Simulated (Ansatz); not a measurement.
Geometry optimisation, UKS B3LYP-D4/cc-pVDZ (Ansatz).

Input file:

```yaml
crystal:
  periodic: [false, false, false]
  atoms:
    - { symbol: Mg, position_ang: [-0.018402, -0.843182, 0.091703] }
    - { symbol: F, position_ang: [0.034382, -1.538095, -1.694789] }
    - { symbol: C, position_ang: [-0.038156, -0.298701, 2.09203] }
    - { symbol: H, position_ang: [0.385597, 0.381037, -2.657037] }
    - { symbol: O, position_ang: [0.303669, 1.328063, -2.452177] }
    - { symbol: H, position_ang: [-1.031051, -0.424437, 2.55372] }
    - { symbol: H, position_ang: [0.254749, 0.759289, 2.199314] }
    - { symbol: H, position_ang: [0.682499, -0.908695, 2.663841] }
    - { symbol: H, position_ang: [-0.573287, 1.544522, -2.796504] }
magnetization:
  spin_polarized: true
basis:
  gaussian: { orbitals: cc-pVDZ }
hamiltonian:
  xc: b3lyp
  dispersion: d4
relax:
  f_tol: 0.03
  max_steps: 50
```

Command:

```bash
$ ansatz run input.yaml --threads 2 --pin off --max-ram 3072MiB --backend cpu --events-out ev --progress --plain --runs-dir out
```

Problem. Where does it end, and by what steps?

Solution. It converged. After 11 steps the energy has fallen by 0.798 eV; O5 moved furthest, 0.77 Å. Joined: Mg1–O5 (3.36 → 2.10 Å).

| step | energy less start (eV) | largest force component (eV/Å) | accepted |
| --- | --- | --- | --- |
| 0 | 0.0000 | 2.016 | yes |
| 1 | -0.2186 | 1.231 | yes |
| 2 | -0.4105 | 0.775 | yes |
| 3 | -0.6357 | 0.562 | yes |
| 4 | -0.7599 | 0.620 | yes |
| 5 | -0.7735 | 0.225 | yes |
| 6 | -0.7917 | 0.105 | yes |
| 7 | -0.7943 | 0.202 | yes |
| 8 | -0.7966 | 0.110 | yes |
| 9 | -0.7975 | 0.034 | yes |
| 10 | -0.7974 | 0.052 | no |
| 11 | -0.7979 | 0.014 | yes |

```xyz
9
Properties=species:S:1:pos:R:3
Mg 0.126 -0.508 -0.266
F 0.162 -1.554 -1.764
C -0.023 -0.172 1.785
H 0.148 0.089 -2.368
O 0.197 0.911 -1.808
H -1.050 -0.349 2.156
H 0.242 0.868 2.049
H 0.645 -0.834 2.364
H -0.447 1.547 -2.148
```

Run time: 27 s on 2 threads of Intel(R) Xeon(R) Platinum 8488C (Sapphire Rapids) (shared host), peak memory 0.24 GiB.
